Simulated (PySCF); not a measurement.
# Atomic charges by several schemes

Compound: C8H14Si.
Structure used (GFN2-xTB), in Å, numbered top down from 1:
```
atom  x, y, z in Å
C1     2.824    0.381    0.272
C2     2.654    0.365   -1.040
Si3    1.031   -0.057   -1.908
C4    -0.143   -0.760   -0.640
C5    -1.173   -0.291    0.083
C6    -1.878    1.014    0.168
C7    -1.319    1.864    1.312
C8    -1.370   -1.564    0.862
C9    -0.195   -2.123    0.025
H10    3.768    0.625    0.738
H11    2.016    0.146    0.947
H12    3.501    0.610   -1.670
H13    1.303   -1.061   -2.948
H14    0.476    1.158   -2.521
H15   -1.753    1.551   -0.775
H16   -2.945    0.843    0.335
H17   -1.442    1.350    2.263
H18   -0.259    2.053    1.154
H19   -1.838    2.818    1.367
H20   -1.172   -1.490    1.931
H21   -2.327   -2.065    0.713
H22   -0.459   -2.945   -0.639
H23    0.693   -2.395    0.595
```

Density: PBE0/pcSseg-1 (PySCF); schemes: Mulliken, IAO, Hirshfeld and ESP-fitted. Geometry: GFN2-xTB, one conformer, isolated molecule.

Question: Give the atomic charges in each scheme.

Answer: In e; atoms taken as equivalent share a row and are averaged (×n: the atom named and its like, n in all):

```csv
atom,environment,Mulliken,IAO,Hirshfeld,ESP-fitted
C1,terminal =CH2 carbon,-0.165,-0.280,-0.087,-0.420
C2,alkene CH carbon,-0.484,-0.420,-0.139,-0.126
Si3,SiH2 silicon,+0.741,+0.735,+0.324,+0.221
C4,fully substituted alkene carbon,-0.437,-0.313,-0.107,-0.069
C5,fully substituted alkene carbon,-0.218,+0.039,+0.022,-0.041
C6,allylic carbon,-0.149,-0.271,-0.068,+0.063
C7,methyl carbon,-0.284,-0.410,-0.114,-0.131
C8,allylic carbon,-0.136,-0.272,-0.075,-0.146
C9,allylic carbon,-0.137,-0.251,-0.074,-0.220
H10,vinylic hydrogen,+0.117,+0.148,+0.046,+0.166
H11,vinylic hydrogen,+0.125,+0.142,+0.038,+0.199
H12,vinylic hydrogen,+0.124,+0.149,+0.040,+0.121
H13/H14,Si–H hydrogen,-0.101,-0.127,-0.081,-0.065
H15/H16,methylene hydrogen,+0.124,+0.144,+0.043,+0.018
H17/H18/H19,methyl hydrogen,+0.117,+0.141,+0.040,+0.039
H20/H21,methylene hydrogen,+0.126,+0.138,+0.040,+0.082
H22/H23,methylene hydrogen,+0.126,+0.136,+0.037,+0.098
```

Mean size of the charges over all atoms: IAO 0.215 e, Mulliken 0.192 e, ESP-fitted 0.112 e, Hirshfeld 0.072 e. Each set sums to the total charge, 0, to within 0.001 e. The Mulliken scheme counts on each atom the diagonal of the density matrix times the overlap matrix over that atom's basis functions.

Lowest charge. The schemes don't all agree: Mulliken C2 (-0.484); IAO C2 (-0.420); Hirshfeld C2 (-0.139); ESP-fitted C1 (-0.420).

Highest charge. All schemes agree: Mulliken Si3 (+0.741); IAO Si3 (+0.735); Hirshfeld Si3 (+0.324); ESP-fitted Si3 (+0.221).

Question: Sum the charges by element, for elements with more than one atom.

Answer: 
```
element  atoms  Mulliken     IAO  Hirshfeld  ESP-fitted
      C      8    -2.009  -2.176     -0.643      -1.089
      H     14    +1.268  +1.441     +0.319      +0.869
```

Question: How closely do the schemes follow one another over all atoms?

Answer: Correlation coefficient and root-mean-square difference: IAO with Hirshfeld 0.97, 0.168 e; Mulliken with IAO 0.94, 0.085 e; Mulliken with Hirshfeld 0.94, 0.160 e; IAO with ESP-fitted 0.76, 0.178 e; Hirshfeld with ESP-fitted 0.71, 0.100 e; Mulliken with ESP-fitted 0.68, 0.182 e.

Question: How many electrons does the Mulliken scheme count on C5?

Answer: Z − q = 6 − (-0.218) = 6.218.
